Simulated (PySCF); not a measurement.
# Bond length, frequency and bond energy of ErBr by level of theory

State: quartet, about 11.7 electrons in the 4f shell (Mulliken), real f orbitals that mix terms. Set-up: Er x2c-SVPall, Br x2c-SVPall; spin-free X2C with a Gaussian nucleus (PySCF 2.14). De refers to Er (4f12 6s2) + Br in their high-spin ground configurations, without counterpoise correction. The functionals are run spin-unrestricted. A positive dipole means Er(−)Br(+). Levels whose curve was spin-contaminated or gave no clean fit are not listed.

```json
{"Level": "ROHF", "Re (Å)": "2.707", "ωe (cm⁻¹)": "198", "De (eV)": "n/a", "μ (D)": "-5.34", "CPU s a point (SCF and correlation, without the integrals)": "4.1"}
{"Level": "ROHF-MP2", "Re (Å)": "2.586", "ωe (cm⁻¹)": "227", "De (eV)": "n/a", "μ (D)": "n/a", "CPU s a point (SCF and correlation, without the integrals)": "6.8"}
{"Level": "ROHF-SCS-MP2", "Re (Å)": "2.611", "ωe (cm⁻¹)": "221", "De (eV)": "n/a", "μ (D)": "n/a", "CPU s a point (SCF and correlation, without the integrals)": "n/a"}
{"Level": "TPSSh", "Re (Å)": "2.607", "ωe (cm⁻¹)": "210", "De (eV)": "3.97", "μ (D)": "-3.95", "CPU s a point (SCF and correlation, without the integrals)": "10"}
{"Level": "PBE0", "Re (Å)": "2.605", "ωe (cm⁻¹)": "208", "De (eV)": "3.69", "μ (D)": "-4.09", "CPU s a point (SCF and correlation, without the integrals)": "8.8"}
{"Level": "MN15", "Re (Å)": "2.647", "ωe (cm⁻¹)": "201", "De (eV)": "3.91", "μ (D)": "-5.22", "CPU s a point (SCF and correlation, without the integrals)": "17"}
{"Level": "LC-ωPBE", "Re (Å)": "2.623", "ωe (cm⁻¹)": "208", "De (eV)": "3.69", "μ (D)": "-4.56", "CPU s a point (SCF and correlation, without the integrals)": "13"}
```

Task: What does second-order correlation do here, going from ROHF to ROHF-MP2?

Result: ROHF-MP2 less ROHF: -12.1 pm in Re, +14.6 % in ωe. Correlation nearly always deepens the well. The bond shortens, as in weak, metallic or heavy-atom bonds, where dispersion and the correlation of outer-core electrons pull the atoms together.

Correlated steps freeze 27 core orbitals. These are scalar-relativistic numbers at best; spin–orbit coupling would shift them, the dissociation energy most. The state is the lowest single determinant that the PBE0 search found; with open d or f shells the true ground state can be another one.

The whole job (state search and all levels along the bond) took about 9.9 min on 4 threads of Intel Xeon 6975P-C (shared host), peak memory 6.6 GiB.
